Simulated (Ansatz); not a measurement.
C2H2S, SMILES `C#CS` (charge 0, multiplicity 1).

Computed with r2SCAN/cc-pVTZ // PBE0-D3(BJ)/def2-TZVP (Ansatz, an electronic-structure program).

Ansatz 0.2 input:
```yaml
crystal:
  periodic: [false, false, false]
  atoms:
    - { symbol: C, position_ang: [1.240689, 0.104354, -0.183449] }
    - { symbol: C, position_ang: [0.083304, -0.192774, -0.326977] }
    - { symbol: S, position_ang: [-1.48886, -0.73995, -0.548616] }
    - { symbol: H, position_ang: [2.260462, 0.379798, -0.054447] }
    - { symbol: H, position_ang: [-2.0956, 0.448568, -0.374122] }
basis:
  gaussian: { orbitals: cc-pVTZ }
hamiltonian:
  xc: r2scan
```

Output:

```
Functional definition: r2SCAN
716 factors; their error is unknown
mean field evaluation 1: about -12931.6859 eV, gradient 5.4e1 eV
mean field evaluation 2: about -12907.9514 eV, gradient 9.9e1 eV
mean field evaluation 4: about -12937.4283 eV, gradient 2.4e1 eV
mean field evaluation 8: about -12938.7874 eV, gradient 1.9e-1 eV
mean field evaluation 16: about -12938.7874 eV, gradient 2.7e-5 eV
mean field -12938.78743616 eV, -475.4916680537 hartree, gradient 2.7e-5 eV, S^2 0.000000; 0 other end points of the search recorded, 0 dependent functions left out
reference -12938.78744433 eV, -475.4916683540 hartree; 15, 15 occupied and 107, 107 virtual orbitals, 716 factors
Total energy: -12938.78744433 eV, -475.4916683540 hartree
```
